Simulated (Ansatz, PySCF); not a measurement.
ReO2Cl, SMILES [Re]([Cl])(=[O])=[O] (connectivity only; charge and spin as stated), neutral, multiplicity 3. Atoms are numbered in the order given.

```xyz
4

Re     0.0000     0.0000     0.2436
O      0.0000     1.4926     1.0491
O      0.0000    -1.4926     1.0491
Cl     0.0000     0.0000    -2.0334
```
Charge 0, spin multiplicity 3.

The structure is a stationary point at PBE0-D3(BJ)/def2-SVP. The multiplicity is an assumed one; other spin states were not compared. The def2 effective core potentials stand for the cores of Re; spin–orbit coupling is left out.

Two levels are set side by side: PBE-D3(BJ)/def2-SVP (Ansatz, a first-principles code) and PBE0-D3(BJ)/def2-SVP (Ansatz). Each level has its own optimised geometry; the coordinates shown are those of the second. Frequencies come from the Hessian of PySCF at each geometry. Differences are taken from unrounded values.

| quantity | PBE0-D3(BJ) |
|---|---|
| mean bond length (Å) | 1.890 |
| bond Re1–O2 (Å) | 1.696 |
| bond Re1–O3 (Å) | 1.696 |
| bond Re1–Cl4 (Å) | 2.277 |
| highest harmonic wavenumber (cm⁻¹) | 1051 |
| mean harmonic wavenumber (cm⁻¹) | 500 |
| zero-point energy (kcal/mol) | 4.29 |

What does PBE-D3(BJ) give, and how far is it from PBE0-D3(BJ)? (The exact figures need the calculation; the answer reports its results.)


| quantity | PBE-D3(BJ) | PBE-D3(BJ) minus PBE0-D3(BJ) |
|---|---|---|
| mean bond length (Å) | 1.909 | 0.019 |
| bond Re1–O2 (Å) | 1.718 | 0.022 |
| bond Re1–O3 (Å) | 1.718 | 0.022 |
| bond Re1–Cl4 (Å) | 2.290 | 0.013 |
| highest harmonic wavenumber (cm⁻¹) | 987 | -65 |
| mean harmonic wavenumber (cm⁻¹) | 473 | -28 |
| zero-point energy (kcal/mol) | 4.06 | -0.24 |

GGA bonds tend to be longer and softer than those of functionals with exact exchange. Differences between two approximate levels are no errors against the true value.
